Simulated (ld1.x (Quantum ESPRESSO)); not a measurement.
**N: one change to an RRKJ potential, before and after**

* Element: nitrogen
* Generator: ld1.x (Quantum ESPRESSO) 7.5
* Type: norm-conserving RRKJ (Kleinman–Bylander form)
* Functional: PBEsol
* Relativity: scalar-relativistic
* Frozen core: [He]
* Valence charge: 5
* Reference configuration: 2s1 2p4
* Partial waves: 2p (bound): rc 1.80 bohr; 3d channel at 0.2 Ry: rc 1.95 bohr; 2s (bound): rc 0.85 bohr
* Local potential: the s channel
* Core correction: Bessel-smoothed model core inside 0.85 bohr
* rho0: 0.005

All-electron outer shells of the reference configuration (PBEsol, scalar-relativistic, ld1.x):

```json
{"shell": "1s", "level (eV)": "-383.89", "outermost node (bohr)": "–", "outermost maximum (bohr)": "0.15"}
{"shell": "2s", "level (eV)": "-18.91", "outermost node (bohr)": "0.32", "outermost maximum (bohr)": "1.02"}
{"shell": "2p", "level (eV)": "-7.46", "outermost node (bohr)": "–", "outermost maximum (bohr)": "0.97"}
```

Change: all radii but the core radius scaled by about 1.10 (s 0.94, p 1.98, d 2.14 bohr).

Cutoffs: the cutoffs (Ry, on a coarse ladder) from which the occupation-weighted sum of valence levels, in a spherical-Bessel basis at the reference potential, stays within 10 and 1 mRy of its value at 400 Ry; they do not see the model core or the augmentation charge, which bear on the density cutoff. Errors are all-electron minus pseudo energies relative to the spin-unpolarised reference configuration.

How do hardness, ghosts and transferability respond?

The potential gets neither clearly harder nor softer (50 Ry and 120 Ry → 45 Ry and 120 Ry); the s channel sets the loose cutoff, while the largest relative change is in p, which becomes softer; of the 7 tests that both files solve, the error grows in 7 and shrinks in 0 by more than 15 % and 0.3 meV (median size 12.7 → 24.2 meV); neither file shows a bound ghost. More of the atom is replaced by a form fitted at one configuration, so other configurations suffer.

| quantity | base | changed |
| --- | --- | --- |
| cutoff, loose | 50 Ry | 45 Ry |
| cutoff, tight | 120 Ry | 120 Ry |
| loose cutoff by channel (10 mRy a level) | p 30 Ry, s 45 Ry | p 25 Ry, s 45 Ry |
| bound ghosts | none | none |
| error for 2s2 2p3, meV [ΔE -11.43 eV] | -0.4 | -7.5 |
| error for 2s2 2p2, meV [ΔE 2.09 eV] | +102 | +153 |
| error for 2s2 2p1, meV [ΔE 30.82 eV] | +504 | +766 |
| error for 2s1 2p3, meV [ΔE 13.80 eV] | +13 | +24 |
| error for 2s2 2p3.3, meV [ΔE -13.04 eV] | -9.9 | -22 |
| error for 2s1 2p0, meV [ΔE 155.23 eV] | +2706 | +3977 |
| error for 2s0 2p5, meV [ΔE 11.46 eV] | 0.0 | -6.9 |
